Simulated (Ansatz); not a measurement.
`[OH][Ge]([OH])([SiH3])[Cl]` and `[OH][Ge]([OH])([Cl])[Cl]` differ in one atom or group.

Ansatz, PBE0-D4/def2-TZVP geometries, multiplicity 1. Each molecule was computed in one conformer, which needn't be the lowest.

Scalar relativity is left out up to krypton.

```
                                          property  `[OH][Ge]([OH])([SiH3])[Cl]`
size of the dipole moment (ωB97M-V/def2-TZVPP) / D                          1.17
                 HOMO energy (PBE/def2-TZVPP) / eV                         -7.10
    size of the dipole moment (PBE/def2-TZVPP) / D                          1.07
                 LUMO energy (PBE/def2-TZVPP) / eV                         -1.35
             HOMO–LUMO gap (B3LYP/def2-TZVPP) / eV                          7.54
  size of the dipole moment (B3LYP/def2-TZVPP) / D                          1.15
```

(1) What does the change do to each property? (Best estimate.)

Results:

(1) Ansatz gave: 
```csv
property,`[OH][Ge]([OH])([Cl])[Cl]`,shift
size of the dipole moment (ωB97M-V/def2-TZVPP) / D,1.95,0.78
HOMO energy (PBE/def2-TZVPP) / eV,-7.81,-0.71
size of the dipole moment (PBE/def2-TZVPP) / D,1.91,0.84
LUMO energy (PBE/def2-TZVPP) / eV,-2.15,-0.80
HOMO–LUMO gap (B3LYP/def2-TZVPP) / eV,7.58,0.04
size of the dipole moment (B3LYP/def2-TZVPP) / D,1.94,0.79
```

With PBE0 the HOMO falls by 0.88 eV and the LUMO falls by 0.70 eV, so the gap widens by about 0.18 eV. PBE moves the HOMO by -0.71 eV and ωB97M-V by -1.07 eV. The zero-point energy changes by -61.7 kJ/mol with -9 modes. Dipoles are sizes alone; their direction can turn.

B3LYP here is the variant with VWN-RPA as its local correlation; programs differ in this.
